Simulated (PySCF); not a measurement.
PySCF input file for Cd(NH2)(SeH) (CdH3NSe), SMILES [NH2][Cd][SeH], C-PCM-ωB97X/def2-SVP. Geometry: B3LYP-D3(BJ)/def2-SVP. The structure was generated by enumeration; whether it is a known compound was not checked. The def2 effective core potentials stand for the cores of Cd; spin–orbit coupling is left out. The values are those of a single conformer.

```python
import numpy as np
from pyscf import gto, scf, dft
from pyscf.solvent import pcm

mol = gto.M(
    atom='''
    Cd   -0.01474157   -0.73409960    0.00000000
    N     0.14239193   -2.75663559   -0.00000000
    H    -0.28701097   -3.19352826   -0.81755491
    H    -0.28701098   -3.19352826    0.81755489
    Se    0.05031298    1.73857137   -0.00000000
    H    -1.42576775    1.80886006   -0.00000001
    ''',
    basis='def2-SVP',
    ecp={'Cd': 'def2-svp'},
    charge=0,
    spin=0,
    max_memory=1600,
    verbose=3,
)
mf = dft.RKS(mol, xc='wb97x').density_fit(auxbasis='def2-universal-jkfit')
mf.grids.level = 3
mf.conv_tol = 1e-9
mf.max_cycle = 100
mf.kernel()
res = {}
for name, eps in {'water': 78.355, 'dimethylsulfoxide': 46.826, 'acetone': 20.493}.items():
    s = mf.PCM()
    s.with_solvent.method, s.with_solvent.eps, s.with_solvent.lebedev_order = 'C-PCM', eps, 29
    s.kernel(mf.make_rdm1())
    res[name] = (s.e_tot, eps, s.dip_moment(), s.mo_energy, s.converged)
    print(f'{name}: electrostatic solvation free energy {(s.e_tot - mf.e_tot) * 627.509474:.3f} kcal/mol')
```

Output:

```
converged SCF energy = -2625.56856069747

WARN: PCM is an experimental feature. It is still in testing.
Features and APIs may be changed in the future.

converged SCF energy = -2625.58973327064
Dipole moment(X, Y, Z, Debye): -2.53467, -2.16478, -0.00000
water: electrostatic solvation free energy -13.286 kcal/mol

WARN: PCM is an experimental feature. It is still in testing.
Features and APIs may be changed in the future.

converged SCF energy = -2625.58950622853
Dipole moment(X, Y, Z, Debye): -2.52610, -2.15607, -0.00000
dimethylsulfoxide: electrostatic solvation free energy -13.144 kcal/mol

WARN: PCM is an experimental feature. It is still in testing.
Features and APIs may be changed in the future.

converged SCF energy = -2625.58878781044
Dipole moment(X, Y, Z, Debye): -2.49911, -2.12863, -0.00000
acetone: electrostatic solvation free energy -12.693 kcal/mol
```

Self-consistency was reached.

Cost: around 50 core-seconds (rough).
